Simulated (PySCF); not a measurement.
# How methods differ on the ionisation energy of Ge²⁺

Ge²⁺ [Ar] 3d10 4s2 (1S) → Ge³⁺ [Ar] 3d10 4s1 (2S), as a difference of total energies. Computed with PySCF 2.14 in aug-cc-pwCVDZ-PP with ECP10MDF (6s5p4d1f, 48 functions), with scalar relativity through the core potential. Correlated levels: valence: 3s2 3p6 3d10 frozen. The calculations carry no spin-orbit coupling.

```
           method  ionisation energy (eV)
              UHF                  32.206
    MP2 (valence)                  32.951
SCS-MP2 (valence)                  33.100
   CCSD (valence)                  33.268
```

Problem. How much does correlation contribute at MP2 (valence)?

Solution. 32.951 − (32.206) = 0.745 eV, measured against UHF.

Errors of the correlated levels include the incompleteness of this basis and the frozen core.

With two correlated electrons CCSD is exact in that space.

For comparison: 34.058 eV (measured; NIST Atomic Spectra Database, ionization energies).
